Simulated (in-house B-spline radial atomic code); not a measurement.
Results of a calculation; reference values are marked as such.
# Two electrons in Si: a spherical dot of radius 46 nm with hard walls

For Si the NSM archive of the Ioffe Institute lists m_l = 0.98 m0, m_t = 0.19 m0 and ε = 11.7; the model takes one isotropic valley with the conductivity mass 3/(1/m_l + 2/m_t) = 0.26 m0, and so misses anisotropy and the other valleys. All triplets below are those of one valley; with several valleys two electrons can form a triplet in the 1s orbital itself, at an energy set by the valley splitting.

Effective-mass model with parabolic bands, a uniform dielectric constant, no image charges, no central-cell or spin-orbit terms. Two-electron levels come from full CI in B-splines with partial waves to l = 5 (up to 0.001 effective hartree above the limit).

(1) What are the effective units, and what is the potential in them?

In these units the lowest s and p orbitals lie at 0.013248 and 0.027102, and their Coulomb and exchange integrals are J_ss = 0.092543, J_sp = 0.083921 and K_sp = 0.01863. (For an empty sphere J_ss = 1.786/R.) Full CI gives 0.091056 for the ground singlet, 0.096757 for the sp triplet, 0.110756 for the sp singlet and 0.133504 for the lowest triplet of two s orbitals.

(2) What does it cost to add the second electron, to first order and exactly?

(3) How far above the singlet do the triplets lie?

## Answers

(1) Ha* = 27211.386 meV × 0.26/11.7² = 51.68 meV and a* = 0.0529177 nm × 11.7/0.26 = 2.381 nm. The radius is R = 19.3 a*. The one-electron levels are π²/2R² = 0.0132 and 4.4934²/2R² = 0.0271 Ha*.

(2) To first order E = 2ε_s + J_ss = 0.119039, so the charging energy E(2) − 2E(1) is J_ss = 4.783 meV. CI gives 0.091056 − 2 × (0.013248) = 0.064560, or 3.337 meV: relaxation and correlation lower it by 1.446 meV, 30.2 % of J_ss. The s² configuration of one-electron orbitals holds 63.3 % of the state, and the mean radius is 27.4 nm.

(3) To first order the sp triplet lies at ε_s + ε_p + J_sp − K_sp = 0.105637, which is 0.6927 meV below 2ε_s + J_ss, so first order fails: the exact ground state of two electrons is a singlet. CI gives 0.096757 − (0.091056) = 0.005701, or 0.2946 meV, 41 % of the orbital spacing of 0.716 meV. The ss triplet lies 2.194 meV up, so the lower of the two is the sp one, and its gap equals k_BT at 3.42 K. The sp singlet-triplet splitting is 0.7235 meV, against 2K_sp = 1.926 meV. With the repulsion this large beside the spacing the electrons keep apart, as in a Wigner molecule, and the splitting shrinks.
